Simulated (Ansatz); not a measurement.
`NC([SiH3])N[SiH3]` + `C/C=C\F` → `F/C=C/[SiH3]` + `CNC(N)[SiH3]`  (formal exchange of groups at the Si–N bond)

Computed with Ansatz on PBE0-D4/def2-TZVP structures; ΔE is electronic, products minus reactants. CBS: MP2 limit from def2 TZ/QZ plus the TZ coupled-cluster correction, frozen cores. Double bonds are as drawn, so ΔE can hold a change between cis and trans. DFT in def2-TZVPP. B3LYP here is the variant with VWN-RPA as its local correlation; programs differ in this. Each species was taken in one conformer, which may not be the lowest.

```csv
level,ΔE (kJ/mol),difference from CCSD(T)/CBS
PBE-D4,64.2,-6.0
r2SCAN-D4,68.6,-1.6
PBE0-D4,67.5,-2.7
B3LYP-D4,70.6,0.4
ωB97X-V,67.6,-2.6
ωB97M-V,69.6,-0.6
B2PLYP,68.5,-1.7
PBE,61.9,-8.3
r2SCAN,68.1,-2.1
PBE0,65.4,-4.8
B3LYP,66.8,-3.4
HF/def2-TZVPP,70.4,0.2
MP2/def2-TZVPP,70.8,0.6
SCS-MP2/def2-TZVPP,70.1,-0.1
CCSD/def2-TZVPP,69.0,-1.2
CCSD(T)/def2-TZVPP,67.8,-2.4
HF/def2-QZVPP,70.9,0.7
MP2/def2-QZVPP,72.4,2.2
SCS-MP2/def2-QZVPP,71.5,1.3
HF/CBS(def2),71.0,0.8
MP2/CBS(def2),73.2,3.0
CCSD/CBS(def2),71.4,1.2
CCSD(T)/CBS,70.2,0
```

Largest T1 diagnostic among the species: 0.012.

From PBE to PBE0 (25 % exact exchange), in def2-TZVPP and without D4, ΔE moves by +3.5 kJ/mol. The D4 term adds +3.8 kJ/mol with B3LYP and +2.1 kJ/mol with PBE0; it sums over pairs of atoms, weighted by their polarisabilities, and B3LYP, whose exchange is more repulsive, gets the larger term.
